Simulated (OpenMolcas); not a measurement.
# Potential curves of Ga₂: spin–orbit levels

Computed with OpenMolcas 26.06: state-averaged CASSCF(6,8) over Ga 4s 4p, Ga 4s 4p, XMS-CASPT2 (IPEA 0.25, imaginary shift 0.2 hartree), scalar X2C, ANO-RCC-VTZP, then RASSI spin–orbit state interaction with atomic mean-field integrals. C2 symmetry about the axis (a holds Σ, Δ, Γ; b holds Π, Φ, H; Σ⁺ and Σ⁻ are not told apart); roots by multiplicity and irrep: 3a 7, 3b 6, 1a 5, 1b 4, 5a 1.

XMS-CASPT2 energies with spin–orbit state interaction in eV from the lowest point. Curves are followed by energy order within each symmetry, so they are adiabatic and may change character at avoided crossings and where g and u states cross; for Ω = 0 the + and − levels are counted together.

```tsv
R (Å)	(1)Ω=0	(2)Ω=0	(1)Ω=1	(1)Ω=2	(2)Ω=2	(5)Ω=1	(9)Ω=0
2.109	0.764	1.470	0.769	1.345	1.540	3.573	3.837
2.231	0.350	0.798	0.355	0.866	0.891	2.973	3.225
2.342	0.161	0.413	0.166	0.479	0.663	2.559	2.863
2.452	0.087	0.167	0.092	0.231	0.560	2.282	2.579
2.575	0.041	0.042	0.070	0.104	0.522	2.145	2.243
2.697	0.000	0.001	0.029	0.062	0.551	1.942	1.994
2.869	0.024	0.026	0.052	0.085	0.632	1.742	1.772
3.090	0.126	0.129	0.154	0.188	0.769	1.574	1.621
3.433	0.371	0.376	0.400	0.435	0.956	1.394	1.481
3.923	0.678	0.720	0.749	0.789	1.113	1.289	1.398
```

Left out for impure symmetry, kinks or missing points, though low: (3)Ω=0, (2)Ω=1, (4)Ω=0, (3)Ω=1, (5)Ω=0, (4)Ω=1, (3)Ω=2, (6)Ω=0, (7)Ω=0, (6)Ω=1, (8)Ω=0, (4)Ω=2. g and u states are not told apart. Only roots inside an energy window near the equilibrium distance were included, so the list of states is not complete; labels number the states computed. Each spin and symmetry block has orbitals of its own, averaged over its own roots, so gaps between blocks are less sure than gaps within one and near the minimum can be off by tenths of an eV, in bad cases by more. No Rydberg orbitals are active, so Rydberg states, and σ→σ* states whose orbital the CASSCF left unused, can be missing between those listed. CASPT2 splits the two components of degenerate states numerically, here by up to 160 cm⁻¹. No roots were computed in block 5b (none fell in the window or the block failed), so states of that kind are missing and can lie low or lowest. Points that failed a check (symmetry, reference weights, a jump) are left out.
